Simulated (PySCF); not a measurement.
Radial density of Si³⁺ (silicon, charge +3)

PBE, [Ne] 3s1, 2S determinant. Computed with PySCF 2.14 in aug-cc-pVDZ-DK (5s4p2d, 27 functions), with scalar relativity by spin-free X2C-1e.

| r (bohr) | 4πr²ρ (e/bohr) | 4πr²(ρα − ρβ) |
| --- | --- | --- |
| 0.00161 | 0.06445 | 0.0002 |
| 0.00271 | 0.1731 | 0.0006 |
| 0.00456 | 0.4464 | 0.0015 |
| 0.00768 | 1.124 | 0.0038 |
| 0.0129 | 2.687 | 0.0089 |
| 0.0217 | 5.853 | 0.0188 |
| 0.0365 | 10.84 | 0.0327 |
| 0.0614 | 15.36 | 0.0380 |
| 0.103 | 14.39 | 0.0146 |
| 0.174 | 9.790 | 0.0017 |
| 0.292 | 12.13 | 0.0944 |
| 0.492 | 13.37 | 0.0948 |
| 0.827 | 4.885 | 0.0316 |
| 1.39 | 0.9358 | 0.5883 |
| 2.34 | 0.4076 | 0.4053 |
| 3.94 | 0.01320 | 0.0132 |
| 6.62 | 3.652e-05 | 0.0000 |

Densities and radii are taken from the X2C orbitals without a picture-change correction, which distorts them close to the nucleus.
